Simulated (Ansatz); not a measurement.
Z-matrix (Å, degrees):
```
Sn
Br 1 2.483
H 1 1.700 2 106.4
H 1 1.700 2 106.4 3 -120.0
H 1 1.700 2 106.4 3 120.0
```

Charge 0, multiplicity 1. Sn: def2 effective core potential.

(1) List the r2SCAN/def2-TZVPP orbital energies in eV (Ansatz 0.2.0). (An estimate is asked.)

Answers

(1) Ansatz gave: Occupied: -13121.61, -1694.83, -1525.59, -1525.53, -1525.53, -234.48, -174.71, -174.50, -174.50, -137.88, -92.77, -92.63, -92.63, -68.54, -68.49, -68.49, -68.33, -68.33, -27.18, -27.08, -27.08, -26.95, -26.95, -19.57, -13.66, -9.03, -9.03, -8.82, -7.23, -7.23. Lowest empty: -1.61, -0.52, 0.45, 0.45, 2.74, 2.74, 2.97, 4.02.
